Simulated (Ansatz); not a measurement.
Reaction: BP2H5 (SMILES PBP) → BP2H4 (SMILES P[B]P, doublet) + H (doublet) (the B-H bond breaks)
Each species at its own B3LYP-D3(BJ)/def2-TZVP minimum (Ansatz, a program for electronic structure).

Total energies in hartree (Ansatz). UHF or UKS for unpaired electrons; spin-orbit terms are left out. Correlated methods leave the cores frozen. No relativity. Where a partner has so few electrons that a lower coupled-cluster level is exact, that level stands in.

```csv
species,HF/cc-pV(T+d)Z,CCSD(T)/cc-pV(T+d)Z,HF/cc-pV(Q+d)Z,CCSD(T)/cc-pV(Q+d)Z,CCSD(T)/cc-pV(D+d)Z,CCSDT(Q)/cc-pV(D+d)Z
1: BP2H5 (SMILES PBP),-709.09867,-709.59019,-709.10695,-709.62488,-709.47133,-709.47372
"2: BP2H4 (SMILES P[B]P, doublet)",-708.46499,-708.92487,-708.47307,-708.95849,-708.81091,-708.81355
3: H (doublet),-0.49981,-0.49981,-0.49995,-0.49995,-0.49928,-0.49928
```

Work out the bond dissociation energy (electronic) in kcal/mol: take Hartree-Fock from cc-pV(Q+d)Z, extrapolate the CCSD(T) correlation energy as X^-3 (X = 3, 4), and add CCSDT(Q) - CCSD(T) in cc-pV(D+d)Z. 1 hartree = 627.51 kcal/mol.


Species 1: correlation (64·(-0.51793) - 27·(-0.49152))/37 = -0.53720; step -0.00239; E1 = -709.10695 + (-0.53720) + (-0.00239) = -709.64654
Species 2: correlation (64·(-0.48542) - 27·(-0.45988))/37 = -0.50406; step -0.00264; E2 = -708.47307 + (-0.50406) + (-0.00264) = -708.97977
Species 3: correlation (64·(0.00000) - 27·(0.00000))/37 = 0.00000; step +0.00000; E3 = -0.49995 + (0.00000) + (+0.00000) = -0.49995
-1·E1 +1·E2 +1·E3 = 0.16682 hartree = 104.7 kcal/mol.
